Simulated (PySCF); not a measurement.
Compound: ethyldifluoroborane, C2H5BF2.
Atom-mapped SMILES: `[CH3:1][CH2:2][B:3]([F:4])[F:5]` (hydrogens: H6, H7, H8 on C1; H9, H10 on C2)

Computed by this run: PBE0-D3(BJ)/def2-SVP geometry optimisation, gas phase (PySCF); density fitting, grid level 1; the optimiser is geomeTRIC in internal coordinates, started from a GFN2-xTB structure with every atom displaced at random (about 0.01 Å).

Step 2: E = -8254.4495 eV
```
atom  x, y, z in Å  |  force x, y, z in eV/Å
C1     -1.2068   -0.1540    0.1001   -0.034   0.009   0.059
C2      0.1288    0.5617   -0.0498   -0.047  -0.190  -0.352
B3      1.3930   -0.3587   -0.0788    0.223   0.144   0.564
F4      1.3842   -1.6616    0.1491   -0.263  -0.028  -0.134
F5      2.5937    0.1599   -0.2729    0.116   0.112  -0.163
H6     -2.0554    0.5344   -0.0289   -0.011  -0.007  -0.002
H7     -1.3163   -0.9635   -0.6376   -0.025   0.021  -0.010
H8     -1.3076   -0.6132    1.0960    0.021  -0.009  -0.019
H9      0.1777    1.1235   -1.0033   -0.096   0.027   0.033
H10     0.2582    1.3427    0.7208    0.115  -0.079   0.022
```

Step 3: E = -8254.4662 eV
```
atom  x, y, z in Å  |  force x, y, z in eV/Å
C1     -1.2023   -0.1592    0.0993    0.019   0.027   0.065
C2      0.1308    0.5626   -0.0577   -0.011  -0.020  -0.243
B3      1.4021   -0.3446   -0.0655   -0.004   0.028   0.243
F4      1.3376   -1.6482    0.1490    0.022  -0.018  -0.075
F5      2.6114    0.1558   -0.2688   -0.035  -0.032  -0.032
H6     -2.0554    0.5253   -0.0224    0.013   0.003   0.011
H7     -1.3166   -0.9660   -0.6397    0.002   0.002  -0.027
H8     -1.2923   -0.6225    1.0936    0.009  -0.016   0.002
H9      0.1686    1.1286   -1.0081   -0.049   0.025   0.018
H10     0.2657    1.3395    0.7152    0.034  -0.001   0.038
```

Task: Estimate the geometry and energy of step 4. (The exact step hangs on the optimiser's Hessian estimate; all steps are aligned on step 3, rigid shifts and turns removed.)

Result: E = -8254.4694 eV, largest force 0.138 eV/Å
```
atom  x, y, z in Å  |  force x, y, z in eV/Å
C1     -1.2005   -0.1587    0.0996   -0.005   0.005   0.036
C2      0.1297    0.5636   -0.0673   -0.003   0.005  -0.023
B3      1.4001   -0.3438   -0.0478    0.014  -0.022  -0.136
F4      1.3373   -1.6517    0.1392   -0.020   0.011   0.036
F5      2.6089    0.1537   -0.2577    0.010   0.012   0.055
H6     -2.0543    0.5256   -0.0152   -0.001   0.002   0.016
H7     -1.3187   -0.9637   -0.6412   -0.003   0.004  -0.015
H8     -1.2816   -0.6246    1.0935    0.000  -0.013  -0.001
H9      0.1611    1.1317   -1.0162    0.012  -0.022   0.015
H10     0.2675    1.3391    0.7078   -0.005   0.019   0.017
```

The energy changes by -0.0032 eV. The first-order estimate −F·Δx gives -0.0077 eV and the mean of the old and new forces, exact on a quadratic surface, -0.0027 eV. The step makes an angle of 51° with the force vector and moves no atom by more than 0.018 Å.

The cost below is that of the whole optimisation. Time: 66 s wall; peak memory 0.39 GiB. Hardware: one thread of an Arm Neoverse N1, shared host with 64 logical CPUs at a one-minute load of 61.
